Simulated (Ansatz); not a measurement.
ClIn, triplet, geometry from GFN2-xTB (such geometries of metal compounds can be far from the true shape) (the spin is typed, not shown lowest) (core potentials on In). Base run: Ansatz (a program for electronic structure) with PBE/def2-SVP.

Geometry (Å):
```xyz
2

In     0.0000     0.0000    -0.6363
Cl     0.0000     0.0000     1.8341
```
Charge 0, spin multiplicity 3.
Orbitals are unrestricted.
All else is at Ansatz's defaults.

Variants of this job, named by their change:

| change | basis functions | E (Eh) |
|---|---|---|
| base | 44 | -649.94973 |
| basis = x2c-TZVPall; relativity = spin-free X2C | 97 | -6342.04088 |
| basis = ANO-RCC-VDZP; relativity = spin-free X2C | 61 | -6341.90863 |
| basis = x2c-TZVPall; relativity = spin-free X2C; nucleus = Gaussian | 97 | -6341.91641 |
| basis = x2c-SVPall; relativity = spin-free X2C | 54 | -6341.20919 |
| basis = x2c-SVPall; relativity = spin-free X2C; nucleus = Gaussian | 54 | -6341.09852 |
| basis = x2c-TZVPall; relativity = none | 97 | -6096.04207 |
| basis = x2c-SVPall; relativity = none | 54 | -6083.69750 |
| basis = ANO-RCC-VDZP; relativity = none | 61 | -6049.90252 |
| basis = ANO-RCC-VDZP; relativity = spin-free X2C; nucleus = Gaussian | 61 | -6341.76192 |

Absolute energies of different levels of theory aren't comparable as measures of quality.

Ansatz warned in this series: the basis is contracted for relativity, which the run leaves out.

Basis sets contracted for a relativistic Hamiltonian are a mismatch without it, so the rows without relativity aren't non-relativistic limits. No row has spin-orbit coupling; sets with core potentials leave out the core electrons.
